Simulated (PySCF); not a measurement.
Gas-phase reaction: 2 InCl3.NH3 = 2 InH2Cl + Cl2 + 2 HCl + 2 N

Computed with PySCF and rigid-rotor harmonic-oscillator thermochemistry at 1 bar. † marks an energy on the PBE0/def2-TZVP geometry and frequencies; other levels use their own. MP2 and CCSD(T) freeze the core. Open shells (unrestricted): N (multiplicity 4); the rest are closed-shell singlets. In: scalar-relativistic def2 core potential, no spin-orbit coupling. Adducts (InCl3.NH3) have no counterpoise correction, and HF, PBE, BLYP, B3LYP and PBE0 lack dispersion. InCl3.NH3, InH2Cl: computed as isolated molecules; such fragments, hydroxides, amides, oligomers or adducts are transient or little studied in the gas. MP2 isn't extrapolated to the basis-set limit; its ΔH°(298 K) is 1834.5 kJ in def2-SVP and 1854.6 kJ in def2-TZVPP. CCSD(T) isn't extrapolated to the basis-set limit. The harmonic model lacks anharmonicity and excited electronic states, which grow with temperature; levels with a mode under 35 cm⁻¹ are left out. Soft modes under 120 cm⁻¹ make the harmonic entropy rough for InCl3.NH3.

```json
[
 {"level": "CCSD(T)/def2-SVP†", "ΔE electronic, kJ": "1842", "ΔH°(298 K), kJ": "1740", "ΔS°(298 K), J/K": "639", "ΔG°(1600 K), kJ": "724"},
 {"level": "HF/def2-TZVP†", "ΔE electronic, kJ": "1412", "ΔH°(298 K), kJ": "1310", "ΔS°(298 K), J/K": "639", "ΔG°(1600 K), kJ": "294"},
 {"level": "MP2/def2-SVP†", "ΔE electronic, kJ": "1936", "ΔH°(298 K), kJ": "1834", "ΔS°(298 K), J/K": "639", "ΔG°(1600 K), kJ": "819"},
 {"level": "MP2/def2-TZVPP†", "ΔE electronic, kJ": "1956", "ΔH°(298 K), kJ": "1855", "ΔS°(298 K), J/K": "639", "ΔG°(1600 K), kJ": "839"},
 {"level": "PBE/def2-SVP", "ΔE electronic, kJ": "1990", "ΔH°(298 K), kJ": "1892", "ΔS°(298 K), J/K": "639", "ΔG°(1600 K), kJ": "876"},
 {"level": "PBE0/def2-QZVP†", "ΔE electronic, kJ": "1908", "ΔH°(298 K), kJ": "1806", "ΔS°(298 K), J/K": "639", "ΔG°(1600 K), kJ": "791"},
 {"level": "PBE0/def2-TZVP", "ΔE electronic, kJ": "1908", "ΔH°(298 K), kJ": "1806", "ΔS°(298 K), J/K": "639", "ΔG°(1600 K), kJ": "790"},
 {"level": "LDA/def2-TZVP†", "ΔE electronic, kJ": "2154", "ΔH°(298 K), kJ": "2053", "ΔS°(298 K), J/K": "639", "ΔG°(1600 K), kJ": "1037"}
]
```
ΔH° is lowest at HF/def2-TZVP† and highest at LDA/def2-TZVP†. No reference value is set beside these.
